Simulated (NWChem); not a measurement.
Species: C₃H₂N₃, doublet; SMILES [c]1ncncn1

Results from NWChem. Pople sets run with spherical d functions. Spin-unrestricted. In the optimisation the excess spin sits in a (C2, its own frame). All runs use the structure optimised with PBE0/def2-SVP, spin-unrestricted. No stability test was run on the SCF state. B3LYP is NWChem's, with the RPA form of VWN correlation.

For level PBE/6-31G*:

```yaml
highest occupied level (eV): -5.06
lowest empty minus highest occupied level, either spin (eV): 1.94
```

### Question
What are these values for level B3LYP/6-31G*?

### Answer
The highest occupied level (eV) comes out as -6.42 and the lowest empty minus highest occupied level, either spin (eV) is 4.01.
